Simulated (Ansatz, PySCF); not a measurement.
Species: GeF2, charge 0, multiplicity 1. SMILES: [F][Ge][F]
Coordinates optimised at B3LYP-D3(BJ)/def2-TZVP (Ansatz, a first-principles code):
```
Ge
F 1 1.7583
F 1 1.7583 2 97.40
```

Quantity: vertical triplet-singlet gap (E(triplet) - E(singlet); each state is the SCF solution reached for its spin), in kJ/mol. Cores are frozen in the correlated levels unless marked. Open shells are spin-unrestricted. No spin-orbit coupling. Frozen are the shells of the preceding noble gas and the d and f shells that filled before the atom's block. No relativistic terms. CBS(X,Y): correlation extrapolated as X^-3; Hartree-Fock from the larger set. [CCSD(T)-MP2]/basis is that difference in the basis named.

```
level                                                          program  vertical triplet-singlet gap (kJ/mol)
-------------------------------------------------------------  -------  -------------------------------------
HF/aug-cc-pVDZ                                                  Ansatz                                  276.1
SVWN5/def2-TZVPD                                                Ansatz                                  375.7
PBE0/def2-TZVPD                                                 Ansatz                                  345.8
BHLYP/def2-TZVPD                                                Ansatz                                  358.4
M06-2X/def2-TZVPD                                                PySCF                                  337.7
wB97M-V/def2-TZVPD                                              Ansatz                                  371.1
wB97X-V/def2-TZVPD                                              Ansatz                                  367.9
RI-MP2/aug-cc-pVTZ                                              Ansatz                                  338.0
RI-MP2/aug-cc-pVQZ                                              Ansatz                                  340.9
RI-MP2/CBS(aug-cc-pVTZ,aug-cc-pVQZ)                             Ansatz                                  343.2
SCS-MP2/aug-cc-pVDZ                                             Ansatz                                  345.2
CCSD/aug-cc-pVTZ                                                Ansatz                                  343.4
CCSD(T)/aug-cc-pVDZ                                             Ansatz                                  345.9
CCSD(T)/aug-cc-pVTZ                                             Ansatz                                  346.1
RI-MP2/CBS(aug-cc-pVTZ,aug-cc-pVQZ)+[CCSD(T)-MP2]/aug-cc-pVTZ   Ansatz                                  351.4
```
